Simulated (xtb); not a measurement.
Br4Sn (SMILES [Br][Sn]([Br])([Br])[Br]), singlet, at a GFN2-xTB geometry (such geometries of metal compounds can be far from the true shape). Base run: xtb 6.7.1 with GFN2-xTB.

Input for xtb:
```
$ xtb mol.xyz --gfn 2 --json

# file mol.xyz
5

Br    -0.91186099     2.25519566    -0.77092607
Sn    -0.00000000     0.00000000     0.00000000
Br    -1.75646102    -1.80817005    -0.39634669
Br     0.55773232     0.11338300     2.48752968
Br     2.11058968    -0.56040861    -1.32025692
```

Variants of this job, named by their change:

| change | ΔE vs base (mEh) | HOMO-LUMO gap (eV) | SCF cycles |
|---|---|---|---|
| base | 0.000 | 1.31 | 14 |
| gbsa = thf | … | 1.31 | 14 |
| acc = 30 | 0.000 | 1.31 | 13 |
| etemp = 10000 | -117.6 | 1.46 | 14 |
| acc = 0.1 | 0.000 | 1.31 | 15 |
| acc = 0.0001 | 0.000 | 1.31 | 18 |
| etemp = 5000 | … | … | 15 |

Question: Fill in the missing entries.

Answer: 
- gbsa = thf, ΔE vs base (mEh): -12.513
- etemp = 5000, ΔE vs base (mEh): -28.723
- etemp = 5000, HOMO-LUMO gap (eV): 1.41

ALPB and GBSA are two models with their own fitted parameters for each solvent, which aren't always the measured dielectric constant.
